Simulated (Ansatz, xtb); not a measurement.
**Relaxing a trial structure of C2H7BBrGa**

The starting geometry of this gas-phase singlet was built from a drawn formula by distance geometry; its bonds are those of `B[C@@H](Br)[GaH][CH3]`.

```xyz
12

C     1.5911    1.0953    2.5311
C     0.7099   -0.7487    0.0917
B     0.8851    2.5178    2.3419
Br    2.3464    1.0339    4.2905
Ga    0.3780   -0.4681    2.0464
H     1.2580    3.1558    1.4274
H    -0.2178    2.7087    2.7329
H     2.3847    1.0278    1.8447
H    -1.0494   -0.9830    2.1815
H     1.7332   -0.4004   -0.1363
H     0.0165   -0.3732   -0.6199
H     0.7751   -1.8774    0.1145
```

Q: Where would you expect an optimisation with r2SCAN-D4/def2-SVP to take it?

A: A new bond forms, giving a structure with Br4 bridging Ga5 and C1, given below by its coordinates. Contacts that close: Br4–Ga5 (3.34 → 2.69 Å).

The energy falls by 1.73 eV over 25 steps:

| step | E − E(last) (eV) |
| --- | --- |
| 1 | 1.727 |
| 4 | 0.510 |
| 6 | 0.315 |
| 9 | 0.152 |
| 12 | 0.026 |
| 14 | 0.008 |
| 17 | 0.001 |
| 20 | 0.001 |
| 22 | 0.000 |
| 25 | 0.000 |

Final geometry (Å):

```xyz
12

C     1.6516    1.4728    2.1964
C     0.9197   -1.1055    0.1806
B     0.7195    2.5839    2.5496
Br    2.1319    0.0898    3.5712
Ga    0.2750    0.0490    1.6220
H     0.5417    3.4165    1.6851
H     0.0834    2.6130    3.5732
H     2.4708    1.5032    1.4712
H    -1.1033    0.0483    2.3388
H     2.0189   -1.1454    0.1641
H     0.5754   -0.7090   -0.7892
H     0.5261   -2.1280    0.2835
```

From the same start GFN2-xTB reaches the same bonding as this run.

The end wasn't checked by frequencies. Run with Ansatz 0.2.0, 56 s on 2 threads of Intel(R) Xeon(R) 6975P-C (Granite Rapids), on a shared host.
